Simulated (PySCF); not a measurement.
Species: C5H12Si2.
Numbering: `[SiH3:1][CH2:2][SiH:3]1[CH2:4][CH:5]=[CH:6][CH2:7]1`

Lines to be assigned: C 1s: 289.76 (area 1), 289.93 (area 2), 290.04 (area 2) eV; Si 1s: 1845.85 (area 1), 1846.32 (area 1) eV; Si 2p3/2: 106.08 (area 1), 106.56 (area 1) eV.

The calculation used delta-SCF UKS SCAN, pcX-2 on the ionised atom, pcseg-1 elsewhere, spin-free X2C in PySCF 2.14.0. One conformer (not necessarily the lowest) at the PBE0-D3(BJ)/def2-SVP geometry, without solvent, vibrations or thermal averaging.

Q: Order the silicon atoms by Si 1s binding energy.

A: 1845.85 eV: Si3 (SiH silicon); 1846.32 eV: Si1 (SiH3 silicon). The listed Si 1s values span 0.47 eV, from Si3 (bonded to 3 C and H) to Si1 (bonded to C and 3 H). Summing the Pauling electronegativity differences to the bonded atoms, each weighted by its formal bond order, gives +2.25 for the lowest site and +1.55 for the highest; the largest sum, +2.25, belongs to Si3, 0.47 eV below the top. The smallest sum, +1.55, belongs to Si1, 0.47 eV above the lowest.

Q: Which silicon gives which Si 2p3/2 line?

A: 106.08 eV: Si3 (SiH silicon); 106.56 eV: Si1 (SiH3 silicon). Lowest listed Si 2p3/2: Si3, bonded to 3 C and H. Highest, 0.48 eV above it: Si1, bonded to C and 3 H. Summing the Pauling electronegativity differences to the bonded atoms, each weighted by its formal bond order, gives +2.25 for the lowest site and +1.55 for the highest; the largest sum, +2.25, belongs to Si3, 0.48 eV below the top. The smallest sum, +1.55, belongs to Si1, 0.48 eV above the lowest.

Bonded neighbours of each site: Si1: C and 3 H; C2: 2 H and 2 Si; Si3: 3 C and H; C4/C7: C, 2 H and Si; C5/C6: C (double bond), C and H.

Q: Which photon wavelength matches the Si 1s of Si3 threshold?

A: λ = hc/E = 12398.42 eV Å / 1845.85 eV = 6.717 Å.

One atom of each set of topologically equivalent atoms was ionised and stands for the set; in this conformer not all members are related by symmetry, and their own values weren't computed. The 2p values aren't plain energy differences: one relaxed spin-free 2p hole is combined with a matrix within the shell (ground-state 2p orbital-energy differences and spin–orbit coupling). 2p3/2, the mean of its two sublevels, lies a third of the splitting below the shell's mean and 2p1/2 two thirds above it; the statistical areas are 2:1. 2p1/2 minus 2p3/2 (ligand field included): Si 0.62 eV.

On an Arm Neoverse V2 with one thread, shared host with 96 logical CPUs at a one-minute load of 56, this took 70 s wall and 0.85 GiB of memory at its peak.
